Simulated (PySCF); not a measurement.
Ge(SiH3)2 (GeH₆Si₂), SMILES [SiH3][Ge][SiH3] (connectivity only; charge and spin as stated), neutral, multiplicity 1. Coordinates come from a PBE-D3(BJ)/def2-SVP optimisation. The structure was generated by enumeration; whether it is a known compound was not checked.

All values below come from PBE-D3(BJ)/def2-SVP in PySCF.

Harmonic wavenumbers (cm⁻¹): 97, 104, 148, 228, 275, 344, 364, 448, 511, 790, 816, 865, 876, 909, 911, 2089, 2089, 2129, 2130, 2146, 2149. Rotational constants (GHz): 4.229, 2.557, 1.654; symmetry number 2.

Problem. Work out the zero-point energy and the ideal-gas rigid-rotor harmonic-oscillator thermochemistry at 298.15 K and 1 atm.

Solution. ZPE = ½ Σ hcν = ½ × 20416 cm⁻¹ = 29.19 kcal/mol. H − E(el) = 34.48 kcal/mol. Entropy in cal/(mol K): translation 40.61, rotation 25.91, vibration 17.77, total 84.29. G − E(el) = 9.35 kcal/mol. Cp = 26.39 cal/(mol K). Modes under 150 cm⁻¹ make the vibrational entropy uncertain.
